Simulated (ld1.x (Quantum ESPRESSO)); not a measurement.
**Transferability test, TM potential for Cs (Z = 55)**

| Quantity | Value |
| --- | --- |
| Element | Cs (Z = 55) |
| Generator | ld1.x (Quantum ESPRESSO) 7.5 |
| Type | norm-conserving Troullier–Martins (Kleinman–Bylander form) |
| Functional | PBE |
| Relativity | fully relativistic |
| Frozen core | [Xe] |
| Valence charge | 1 |
| Reference configuration | 5d0 6s0.75 6p0.25 |
| Partial waves | 6s (bound): rc 3.90 bohr; 5d (bound, empty): rc 3.55 bohr; 6p (bound): rc 4.20 bohr |
| Local potential | the p channel |
| Core correction | none |

Open shells are filled in proportion to 2j + 1 (rel_dist='average').

Energies are relative to the spin-unpolarised reference configuration 5d0 6s0.75 6p0.25; without spin polarisation the order of configurations can differ from experiment. Not all tests gave a result: 1 of 5 tests not solved or not reliable. Left out of the table: 5d0 6s0 6p1 (solver errors, printed error -2.0 eV). The p channel is local and has no spin–orbit splitting in the pseudo-atom.

Give the all-electron excitation energy and the error of the potential for: 5d0 6s1 6p0; 5d0 6s0.5 6p0; 5d1 6s0 6p0; 5d0.5 6s0.5 6p0.

```tsv
valence configuration	charge	ΔE all-electron (eV)	error AE − PS (meV)
5d0 6s1 6p0	0	-0.337	+5.4
5d0 6s0.5 6p0	+0.5	1.133	+8.6
5d1 6s0 6p0	0	1.334	+144
5d0.5 6s0.5 6p0	0	0.505	+51
```

Levels in the configuration 5d0.5 6s0.5 6p0:

| level | all-electron (eV) | pseudo (eV) |
| --- | --- | --- |
| 5d j=3/2 | -0.489 | -0.548 |
| 5d j=5/2 | -0.455 | -0.496 |
| 6s j=1/2 | -2.141 | -2.051 |

Note: ghost state, extra bound levels that the all-electron valence spectrum of the same l lacks: s at -22.5 eV. A true bound ghost makes a file unfit for plane-wave use.
